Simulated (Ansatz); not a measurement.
AsH2(iPr) (C3H9As): single points at one geometry.

```yaml
crystal:
  periodic: [false, false, false]
  atoms:
    - {symbol: As, position_ang: [0.888367, 1.556542, 0.741839]}
    - {symbol: H, position_ang: [2.184764, 1.546997, -0.064843]}
    - {symbol: H, position_ang: [0.297293, 2.658954, -0.133820]}
    - {symbol: C, position_ang: [0.036808, 0.048538, -0.270968]}
    - {symbol: C, position_ang: [-1.458292, 0.019215, 0.031941]}
    - {symbol: C, position_ang: [0.723522, -1.261360, 0.103782]}
    - {symbol: H, position_ang: [0.189225, 0.247773, -1.344884]}
    - {symbol: H, position_ang: [-1.958827, 0.955346, -0.263053]}
    - {symbol: H, position_ang: [-1.645091, -0.137879, 1.108198]}
    - {symbol: H, position_ang: [-1.948568, -0.806675, -0.512414]}
    - {symbol: H, position_ang: [0.265155, -2.108341, -0.435964]}
    - {symbol: H, position_ang: [1.797096, -1.251216, -0.143538]}
    - {symbol: H, position_ang: [0.628546, -1.467893, 1.183714]}
basis:
  gaussian: {orbitals: def2-TZVP}
magnetization: {spin_polarized: true, initial_magnetization: 2}
hamiltonian: {xc: pbe0, dispersion: d4}
scf: {omitted_lower_state_checks: [starts]}
output: {orbitals: {seedname: orbitals}}
```

The file start.molden holds the orbitals of an earlier run on this structure, at another level or in another basis.

```sh
$ ansatz run in.yaml --threads 4 --pin off --events-out ev --progress --plain --max-ram 3916MiB
```

Output, abridged:

```
Functional definition: PBE0
  name "PBE0"
  cite "Adamo & Barone, J. Chem. Phys. 110, 6158 (1999) doi:10.1063/1.478522"
  cite "Perdew, Burke & Ernzerhof, Phys. Rev. Lett. 77, 3865 (1996) doi:10.1103/PhysRevLett.77.3865"
  parent pbe
  parameter a = 0.25
  parameter kappa = 0.804
  parameter beta = 0.06672455060314922
  exchange = (1 - a)*pbe_x(kappa = kappa, mu = beta*pi^2/3) + a*exact_x
  correlation = pbe_c(beta = beta)
these checks for a lower state are left out or cut short: starts
1359 factors; their error is unknown
mean field evaluation 1: about -64071.3392 eV, gradient 4.9e1 eV
mean field evaluation 2: about -64037.3563 eV, gradient 8.6e1 eV
mean field evaluation 4: about -64083.2136 eV, gradient 6.0e0 eV
mean field evaluation 8: about -64083.3920 eV, gradient 2.0e-1 eV
mean field evaluation 16: about -64083.6206 eV, gradient 3.8e-3 eV
mean field -64083.62058538 eV, -2355.0296190745 hartree, gradient 2.4e-5 eV, S^2 2.005673; 0 other end points of the search recorded, 0 dependent functions left out
reference -64083.62062030 eV, -2355.0296203577 hartree; 31, 29 occupied and 164, 166 virtual orbitals, 1359 factors
Total energy: -64083.84560598 eV, -2355.0378884290 hartree
Checks for a lower state left out: starts
```

Hardware: 4 threads of Arm Neoverse V1 on a shared host. Wall time 7.5 s, peak host memory 0.66 GiB.

The first input with `gaussian: {orbitals: def2-TZVP, initial_orbitals: start.molden}`, `hamiltonian: {xc: r2scan, dispersion: d4}` (abridged; 10 s):

```
Functional definition: r2SCAN
mean field -64092.79085010 eV, -2355.3666200872 hartree, gradient 1.5e-5 eV, S^2 2.007072
Total energy: -64092.85705719 eV, -2355.3690531530 hartree
Checks for a lower state left out: starts
```

As the first input, with `gaussian: {orbitals: def2-TZVP, initial_orbitals: start.molden}`, `hamiltonian: {xc: pbe, dispersion: d4}` (abridged; 4.5 s):

```
Functional definition: PBE
mean field -64081.24668902 eV, -2354.9423799923 hartree, gradient 2.5e-5 eV, S^2 2.003137
Total energy: -64081.51428121 eV, -2354.9522138242 hartree
Checks for a lower state left out: starts
```

Geometry: r2SCAN-D4/def2-SVP, that of the neutral singlet.

At PBE0-D4/def2-TZVP a singlet of charge 0 lies 5.21 eV below the triplet at the same geometry.
